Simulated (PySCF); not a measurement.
# Ionising TlAs

PBE0; PySCF, scalar-relativistic core potentials, basis sets Tl def2-SVP with ECP60, As def2-SVP. Neutral (UKS): triplet (π ↑↑), Re = 2.824 Å, ωe = 158 cm⁻¹, De = 1.74 eV, HOMO -4.92 eV, LUMO -2.71 eV.

TlAs⁺ (UKS): quartet (σ ↑, π ↑↑), Re = 3.192 Å, ωe = 72.6 cm⁻¹. The energies at the minima are -2407.82326 hartree for TlAs and -2407.57402 for TlAs⁺.

**Question.** Work out the adiabatic ionisation energy, without and with harmonic zero-point energies (1 hartree = 27.2114 eV, 1 eV = 8065.5 cm⁻¹), and the change of the bond length.

**Answer.** At PBE0: 0.24924 hartree = 6.782 eV between the minima; the zero-point term (72.6 − 158.0)/2 cm⁻¹ = -0.005 eV makes it 6.777 eV. Re changes by +36.8 pm against the neutral. The electron leaves a σ orbital, and the ion is left as a loose complex of an ion and an atom.

Spin–orbit coupling is left out, which matters for elements this heavy, above all for dissociation energies. States were picked by a PBE0 search and need not be the measured ground states.
